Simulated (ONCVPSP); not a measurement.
How hard is this germanium (Ge) ONCV potential?

Ge, optimised norm-conserving Vanderbilt (ONCV), made with ONCVPSP 4.0.1 (PBEsol, scalar-relativistic). Core [Ar] 3d10, reference 4s1 4p3. Waves: 4s: rc 1.60 bohr, ncon 3, nbas 7, qcut 4.7 1/bohr, 1 projector; 4p: rc 2.10 bohr, ncon 3, nbas 8, qcut 4.5 1/bohr, 2 projectors, debl 1.2 Ha. Local part: polynomial inside 1.35 bohr (lpopt 5, dvloc0 4 Ha). Core correction: Teter function, fcfact 2.25, rcfact 1.6.

Q: For each optimised wave give the share of its norm inside rc, the residual kinetic energy above qcut (Ha) and the cutoffs (Ha) for errors of 10, 1, 0.1 and 0.01 mHa per electron.

A:

```csv
wave,norm inside rc,residual KE,10 mHa,1 mHa,0.1 mHa,0.01 mHa
4s,0.288,1.2e-04,6.3,8.9,11.9,41.9
4p,0.312,1.9e-05,1.9,5.2,8.4,14.5
p projector 2,0.260,1.0e-04,4.3,7.6,10.2,26.4
```

The occupied waves need 8.9 Ha and 12 Ha for 1 and 0.1 mHa.
